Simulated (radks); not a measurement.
Problem. Coherent X-ray form factor from a spherical all-electron density. All-electron calculation, Dirac Kohn-Sham, PBE, spin-unpolarised, spherical densities, finite nucleus; Fermi nuclear charge, rms radius of each element as measured or else 0.836 A^(1/3) + 0.57 fm. Program: a radial shooting solver on a logarithmic mesh with Libxc functionals.

sin(theta)/lambda (1/angstrom)  f0 (electrons)
0.05                                    28.911
0.1                                     28.646
0.15                                    28.216
0.2                                     27.636
0.25                                    26.924
0.3                                     26.103
0.4                                     24.224
0.5                                     22.168
0.6                                     20.071
0.8                                     16.117
1                                       12.802
1.25                                     9.748
1.5                                      7.785
2                                        5.835

The species is in the configuration that NIST lists as its ground one. Which atom or ion scatters so?

Solution. The molybdenum ion Mo13+, [Ar] 3d10 4s1. Extrapolating in s^2 from the first two rows gives f0(0) = 29.0, near the electron count 29; among species with that count, the fall with angle is slower the higher Z, and the table is that of Z = 42; from so few rows the species is fixed only to a neighbour or two.
